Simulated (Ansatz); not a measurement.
Ligands exchanged one at a time, Al NH2-SiH3. Gas-phase values, no solvent. Strings in code marks are SMILES.

Quantity: vertical ionisation energy (energy after one electron is removed minus that of the parent at the parent's geometry), in eV.

Case: `[NH2][Al]([SiH3])[SiH3]`. Geometry of `[NH2][Al]([SiH3])[SiH3]` (neutral, multiplicity 1, Å):

```xyz
12

N      0.3112     2.0661    -0.2931
Al     0.0493     0.3284    -0.0470
Si    -2.2768    -0.4601    -0.0288
Si     2.0458    -1.0722     0.2454
H     -0.4203     2.7481    -0.4255
H      1.2137     2.5164    -0.3203
H     -3.2517     0.6394    -0.2626
H     -2.6264    -1.0905     1.2731
H     -2.5113    -1.4892    -1.0776
H      2.1279    -2.1274    -0.8007
H      2.0310    -1.7733     1.5580
H      3.3075    -0.2858     0.1792
```

Task: Predict the vertical ionisation energy (energy after one electron is removed minus that of the parent at the parent's geometry) from frozen-core CCSD(T)/cc-pVTZ // B3LYP-D3(BJ)/def2-TZVP (Ansatz, a quantum-chemistry and plane-wave program).

Result: 9.05 eV.
